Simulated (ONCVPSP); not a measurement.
**Configuration tests for thallium (Tl) (ONCV)**

* Element: Tl
* Generator: ONCVPSP 4.0.1
* Type: optimised norm-conserving Vanderbilt (ONCV)
* Functional: PBEsol
* Relativity: scalar-relativistic
* Frozen core: [Kr] 4d10 4f14
* Valence charge: 21
* Reference configuration: 5s2 5p6 5d10 6s2 6p0.5 (charge +0.5)
* Partial waves: 5s+6s: rc 1.45 bohr, ncon 5, nbas 9, qcut 9.3 1/bohr, 2 projectors; 5p+6p: rc 1.55 bohr, ncon 5, nbas 8, qcut 7.4 1/bohr, 2 projectors; 5d: rc 1.25 bohr, ncon 4, nbas 9, qcut 7.6 1/bohr, 2 projectors, debl 0.8 Ha
* Local potential: polynomial inside 1.20 bohr (lpopt 5, dvloc0 0 Ha)
* Core correction: Teter function fitted to the true core (icmod 2), fcfact 0.2

Energies are relative to the spin-unpolarised reference configuration 5s2 5p6 5d10 6s2 6p0.5; without spin polarisation the order of configurations can differ from experiment.

```json
{"valence configuration": "5s2 5p6 5d10 6s2 6p1", "charge": "0", "ΔE all-electron (eV)": "-1.847", "error AE − PS (meV)": "+0.8"}
{"valence configuration": "5s2 5p6 5d10 6s2 6p0", "charge": "+1", "ΔE all-electron (eV)": "3.301", "error AE − PS (meV)": "-1.6"}
{"valence configuration": "5s2 5p6 5d10 6s1 6p0", "charge": "+2", "ΔE all-electron (eV)": "24.145", "error AE − PS (meV)": "-10.0"}
{"valence configuration": "5s2 5p6 5d9 6s2 6p1", "charge": "+1", "ΔE all-electron (eV)": "19.398", "error AE − PS (meV)": "-5.3"}
```

Levels in the configuration 5s2 5p6 5d10 6s1 6p0:

```tsv
level	all-electron (eV)	pseudo (eV)
5s	-148.972	-148.997
5p	-94.034	-94.048
5d	-33.192	-33.191
6s	-25.425	-25.427
```
